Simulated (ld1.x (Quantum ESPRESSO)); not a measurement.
## barium (Ba) PAW: all-electron and pseudo phase curves

| Item | Value |
| --- | --- |
| Element | Ba |
| Generator | ld1.x (Quantum ESPRESSO) 7.5 |
| Type | PAW |
| Functional | PBEsol |
| Relativity | fully relativistic |
| Frozen core | [Kr] 4d10 |
| Valence charge | 10 |
| Reference configuration | 5s2 5p6 5d0.5 6s1.5 6p0 |
| Partial waves | 5s (bound): rcut 2.10, rcutus 2.60 bohr; 6s (bound): rcut 2.10, rcutus 2.60 bohr; 5p (bound): rcut 2.50, rcutus 2.65 bohr; 6p (bound, empty): rcut 2.50, rcutus 2.65 bohr; 5d (bound): rcut 2.60, rcutus 3.20 bohr; 5d channel at 0.8 Ry: rcut 2.60, rcutus 3.20 bohr |
| Local potential | all-electron potential smoothed inside 2.15 bohr (lloc = -1) |
| Core correction | a·sin(br)/r model core, default radius (ld1.x builds one for every PAW set, though the input has nlcc=.false.) |
| Augmentation charge | BESSEL, radius 2.15 bohr |

Open shells are filled in proportion to 2j + 1 (rel_dist='average').

The phase is arctan(r·u′/u) with u = r·R(r), unwrapped; energies in Ry, scanned from -4 to 5 Ry. A pole is an energy at which the radial function vanishes at the test radius. The pseudo phase is shifted by a multiple of π to meet the all-electron one at the reference energy, and phase errors are pseudo minus all-electron; the curves can meet again beyond the range given. Levels narrower than the energy grid can be missing from the lists of poles.

**Question.** For each channel, where are the poles, and over which energies does the pseudopotential scatter like the atom?

**Answer.**

```tsv
channel	radius (bohr)	reference energy (Ry)	poles, all-electron	poles, pseudo	unbroken range about the reference energy with phases within 0.05 rad	phase error 1 Ry above the reference energy (rad)
s	3.51	-0.22	-2.38, 1.79	-2.38, 1.81, 4.63	below 3.8	+0.002
p1/2	3.51	-0.09	-1.33, 2.58	-1.33, 2.63	below 4.4	+0.004
p3/2	3.51	-0.08	-1.16, 2.79	-1.16, 2.83	below 4.6	+0.004
d3/2	3.51	-0.13	0.46, 4.41	0.46, 4.70	below 2.1	+0.000
d5/2	3.51	-0.12	0.49, 4.46	0.49, 4.70	the whole range	+0.000
```

The ghost test of this file was not conclusive.

Phases in the s channel:

```csv
E (Ry),all-electron,pseudo
-4.00,1.411,1.411
-3.76,1.404,1.404
-3.52,1.395,1.395
-3.28,1.384,1.384
-3.04,1.369,1.369
-2.80,1.342,1.342
-2.56,1.225,1.225
-2.32,-1.668,-1.668
-2.08,-1.751,-1.751
-1.84,-1.784,-1.784
-1.60,-1.813,-1.813
-1.36,-1.845,-1.845
-1.12,-1.887,-1.887
-0.88,-1.946,-1.946
-0.64,-2.038,-2.038
-0.40,-2.203,-2.203
-0.16,-2.561,-2.561
0.08,-3.321,-3.321
0.32,-4.023,-4.021
0.56,-4.338,-4.337
0.80,-4.489,-4.487
1.04,-4.576,-4.574
1.28,-4.633,-4.631
1.52,-4.675,-4.673
1.76,-4.709,-4.706
2.00,-4.738,-4.734
2.24,-4.765,-4.760
2.48,-4.791,-4.784
2.72,-4.820,-4.810
2.96,-4.852,-4.838
3.20,-4.891,-4.872
3.44,-4.945,-4.917
3.68,-5.026,-4.983
3.92,-5.170,-5.106
4.16,-5.489,-5.486
4.40,-6.281,-7.231
4.64,-7.091,-7.867
4.88,-7.421,-8.174
```
